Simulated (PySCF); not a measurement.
# Computed records: AlFHN

Calculation on a computer-drawn molecule: vertical ionisation energy to the stated ion spin, frozen-core CCSD(T) at the basis limit and cheaper methods, single-reference cases, UHF for radicals, no spin-orbit; all values are single points at the evaluated structure, the first of each entry, which is the reference or a displaced copy of it and isn't optimised; the reference structure only sets the zero of the energies above reference; triples share is (T) over the correlation energy. Program: PySCF 2.14.0.

Common to all runs: charge 0; multiplicity 1; ion multiplicity 2; diffuse functions no; basis cc-pV(n+d)Z; reference is the Hartree-Fock double-zeta minimum; best is HF at quadruple zeta + MP2 correlation extrapolated from triple and quadruple zeta + CCSD(T) minus MP2 at triple zeta; basis step is the size of the change from the same recipe one zeta lower.

(1) AlFHN

Evaluated structure:
```xyz
4
AlFHN
N      0.7336    -0.9455     0.3545
Al    -0.5875     0.0857     0.6010
F     -1.9083     1.0372     0.7748
H      1.4704    -1.4574     0.3073
```

Reference structure:
```xyz
4
AlFHN
N      0.6760    -0.9195     0.4094
Al    -0.5829     0.0179     0.5850
F     -1.8841     0.9884     0.7670
H      1.4640    -1.5071     0.2985
```

| Property | Result |
| --- | --- |
| ionisation energy best | 8.939 eV |
| ionisation energy basis step | 0.07623 eV |
| energy above reference best | 9.663 kcal/mol |
| energy above reference basis step | 0.01082 kcal/mol |
| ionisation energy Koopmans at triple zeta | 9.244 eV |
| ionisation energy EOM CCSD at triple zeta | 8.741 eV |
| total energy HF triple zeta | -396.4498 hartree |
| total energy CCSD(T) triple zeta | -397.0127 hartree |
| total energy best | -397.1059 hartree |
| T1 diagnostic at triple zeta | 0.01867 |
| D1 diagnostic at triple zeta | 0.04653 |
| ion T1 diagnostic at triple zeta | 0.01483 |
| ion D1 diagnostic at triple zeta | 0.03742 |
| ion spin squared at triple zeta | 0.7613 |
| triples share at triple zeta | 0.03869 |
| basis functions triple zeta | 113 |
| dipole magnitude HF at triple zeta | 2.203 debye |
| dipole magnitude CCSD unrelaxed at triple zeta | 1.606 debye |
| dipole magnitude PBE at triple zeta | 1.434 debye |
| dipole magnitude r2SCAN at triple zeta | 1.633 debye |
| dipole magnitude B3LYP at triple zeta | 1.607 debye |
| dipole magnitude wB97X at triple zeta | 1.9 debye |

Drawn bonds:
```csv
atom,other atom,order
1,2,2
2,3,1
1,4,1
```

Triple zeta:
```csv
method,ionisation energy (eV),energy above reference (kcal/mol)
HF,6.922,12.69
PBE,8.873,9.965
r2SCAN,8.636,10.64
B3LYP,8.767,10.84
wB97X,8.605,11.78
MP2,8.905,9.365
CCSD,8.532,10.54
CCSD(T),8.712,9.789
```

(2) AlFHN

Evaluated structure:
```xyz
4
AlFHN
N      0.7336    -0.9455     0.3545
Al    -0.5875     0.0857     0.6010
F     -1.9083     1.0372     0.7748
H      1.4573    -1.4483     0.3081
```

Reference structure:
```xyz
4
AlFHN
N      0.6760    -0.9195     0.4094
Al    -0.5829     0.0179     0.5850
F     -1.8841     0.9884     0.7670
H      1.4640    -1.5071     0.2985
```

| Quantity | Value |
| --- | --- |
| ionisation energy best | 8.948 eV |
| ionisation energy basis step | 0.07618 eV |
| energy above reference best | 12.42 kcal/mol |
| energy above reference basis step | 0.01605 kcal/mol |
| ionisation energy Koopmans at triple zeta | 9.252 eV |
| ionisation energy EOM CCSD at triple zeta | 8.751 eV |
| total energy HF triple zeta | -396.4457 hartree |
| total energy CCSD(T) triple zeta | -397.0082 hartree |
| total energy best | -397.1015 hartree |
| T1 diagnostic at triple zeta | 0.01866 |
| D1 diagnostic at triple zeta | 0.04644 |
| ion T1 diagnostic at triple zeta | 0.0148 |
| ion D1 diagnostic at triple zeta | 0.03729 |
| ion spin squared at triple zeta | 0.7612 |
| triples share at triple zeta | 0.0386 |
| basis functions triple zeta | 113 |
| dipole magnitude HF at triple zeta | 2.226 debye |
| dipole magnitude CCSD unrelaxed at triple zeta | 1.63 debye |
| dipole magnitude PBE at triple zeta | 1.459 debye |
| dipole magnitude r2SCAN at triple zeta | 1.658 debye |
| dipole magnitude B3LYP at triple zeta | 1.632 debye |
| dipole magnitude wB97X at triple zeta | 1.923 debye |

Drawn bonds:
```csv
atom,other atom,order
1,2,2
2,3,1
1,4,1
```

Triple zeta:
```csv
method,ionisation energy (eV),energy above reference (kcal/mol)
HF,6.932,15.26
PBE,8.883,12.87
r2SCAN,8.646,13.4
B3LYP,8.777,13.59
wB97X,8.615,14.53
MP2,8.912,12.16
CCSD,8.542,13.29
CCSD(T),8.721,12.57
```

(3) AlFHN

Evaluated structure:
```xyz
4
AlFHN
N      0.7336    -0.9455     0.3545
Al    -0.5875     0.0857     0.6010
F     -1.9083     1.0372     0.7748
H      1.5122    -1.4865     0.3046
```

Reference structure:
```xyz
4
AlFHN
N      0.6760    -0.9195     0.4094
Al    -0.5829     0.0179     0.5850
F     -1.8841     0.9884     0.7670
H      1.4640    -1.5071     0.2985
```

| Quantity | Value |
| --- | --- |
| ionisation energy best | 8.911 eV |
| ionisation energy basis step | 0.07631 eV |
| energy above reference best | 4.218 kcal/mol |
| energy above reference basis step | 0.08446 kcal/mol |
| ionisation energy Koopmans at triple zeta | 9.222 eV |
| ionisation energy EOM CCSD at triple zeta | 8.707 eV |
| total energy HF triple zeta | -396.4574 hartree |
| total energy CCSD(T) triple zeta | -397.0214 hartree |
| total energy best | -397.1146 hartree |
| T1 diagnostic at triple zeta | 0.01874 |
| D1 diagnostic at triple zeta | 0.04686 |
| ion T1 diagnostic at triple zeta | 0.01492 |
| ion D1 diagnostic at triple zeta | 0.03786 |
| ion spin squared at triple zeta | 0.7618 |
| triples share at triple zeta | 0.03898 |
| basis functions triple zeta | 113 |
| dipole magnitude HF at triple zeta | 2.129 debye |
| dipole magnitude CCSD unrelaxed at triple zeta | 1.529 debye |
| dipole magnitude PBE at triple zeta | 1.356 debye |
| dipole magnitude r2SCAN at triple zeta | 1.555 debye |
| dipole magnitude B3LYP at triple zeta | 1.53 debye |
| dipole magnitude wB97X at triple zeta | 1.827 debye |

Drawn bonds:
```csv
atom,other atom,order
1,2,2
2,3,1
1,4,1
```

Triple zeta:
```csv
method,ionisation energy (eV),energy above reference (kcal/mol)
HF,6.89,7.918
PBE,8.841,4.057
r2SCAN,8.604,5.155
B3LYP,8.733,5.389
wB97X,8.571,6.387
MP2,8.881,3.807
CCSD,8.5,5.168
CCSD(T),8.682,4.285
```

(4) AlFHN

Evaluated structure:
```xyz
4
AlFHN
N      0.7336    -0.9455     0.3545
Al    -0.5875     0.0857     0.6010
F     -1.9083     1.0372     0.7748
H      1.5434    -1.5081     0.3026
```

Reference structure:
```xyz
4
AlFHN
N      0.6760    -0.9195     0.4094
Al    -0.5829     0.0179     0.5850
F     -1.8841     0.9884     0.7670
H      1.4640    -1.5071     0.2985
```

| Quantity | Value |
| --- | --- |
| ionisation energy best | 8.891 eV |
| ionisation energy basis step | 0.0763 eV |
| energy above reference best | 2.833 kcal/mol |
| energy above reference basis step | 0.1299 kcal/mol |
| ionisation energy Koopmans at triple zeta | 9.206 eV |
| ionisation energy EOM CCSD at triple zeta | 8.681 eV |
| total energy HF triple zeta | -396.4588 hartree |
| total energy CCSD(T) triple zeta | -397.0237 hartree |
| total energy best | -397.1168 hartree |
| T1 diagnostic at triple zeta | 0.0188 |
| D1 diagnostic at triple zeta | 0.04716 |
| ion T1 diagnostic at triple zeta | 0.01499 |
| ion D1 diagnostic at triple zeta | 0.03822 |
| ion spin squared at triple zeta | 0.7622 |
| triples share at triple zeta | 0.0392 |
| basis functions triple zeta | 113 |
| dipole magnitude HF at triple zeta | 2.076 debye |
| dipole magnitude CCSD unrelaxed at triple zeta | 1.473 debye |
| dipole magnitude PBE at triple zeta | 1.298 debye |
| dipole magnitude r2SCAN at triple zeta | 1.498 debye |
| dipole magnitude B3LYP at triple zeta | 1.473 debye |
| dipole magnitude wB97X at triple zeta | 1.773 debye |

Drawn bonds:
```csv
atom,other atom,order
1,2,2
2,3,1
1,4,1
```

Triple zeta:
```csv
method,ionisation energy (eV),energy above reference (kcal/mol)
HF,6.865,7.095
PBE,8.816,2.333
r2SCAN,8.581,3.743
B3LYP,8.708,3.989
wB97X,8.545,5.07
MP2,8.863,2.361
CCSD,8.476,3.859
CCSD(T),8.659,2.874
```

(5) AlFHN

Evaluated structure:
```xyz
4
AlFHN
N      0.7336    -0.9455     0.3545
Al    -0.5875     0.0857     0.6010
F     -1.9083     1.0372     0.7748
H      1.5975    -1.5457     0.2992
```

Reference structure:
```xyz
4
AlFHN
N      0.6760    -0.9195     0.4094
Al    -0.5829     0.0179     0.5850
F     -1.8841     0.9884     0.7670
H      1.4640    -1.5071     0.2985
```

| Item | Value |
| --- | --- |
| dipole magnitude r2SCAN at triple zeta | withheld |

Drawn bonds:
```csv
atom,other atom,order
1,2,2
2,3,1
1,4,1
```

To be estimated
1. Give the missing dipole magnitude r2SCAN at triple zeta for AlFHN (entry 5).

## Answers
1. 1.4 debye

Further results for AlFHN (entry 5):

| Property | Result |
| --- | --- |
| ionisation energy best | 8.855 eV |
| ionisation energy basis step | 0.07611 eV |
| energy above reference best | 4.361 kcal/mol |
| energy above reference basis step | 0.1952 kcal/mol |
| ionisation energy Koopmans at triple zeta | 9.181 eV |
| ionisation energy EOM CCSD at triple zeta | 8.636 eV |
| total energy HF triple zeta | -396.4546 hartree |
| total energy CCSD(T) triple zeta | -397.0213 hartree |
| total energy best | -397.1143 hartree |
| T1 diagnostic at triple zeta | 0.01893 |
| D1 diagnostic at triple zeta | 0.04775 |
| ion T1 diagnostic at triple zeta | 0.01516 |
| ion D1 diagnostic at triple zeta | 0.03893 |
| ion spin squared at triple zeta | 0.763 |
| triples share at triple zeta | 0.0396 |
| basis functions triple zeta | 113 |
| dipole magnitude HF at triple zeta | 1.984 debye |
| dipole magnitude CCSD unrelaxed at triple zeta | 1.376 debye |
| dipole magnitude PBE at triple zeta | 1.2 debye |
| dipole magnitude B3LYP at triple zeta | 1.376 debye |
| dipole magnitude wB97X at triple zeta | 1.681 debye |

Triple zeta:
```csv
method,ionisation energy (eV),energy above reference (kcal/mol)
HF,6.82,9.709
PBE,8.774,3.284
r2SCAN,8.54,5.225
B3LYP,8.664,5.474
wB97X,8.5,6.775
MP2,8.832,3.827
CCSD,8.435,5.558
CCSD(T),8.62,4.386
```
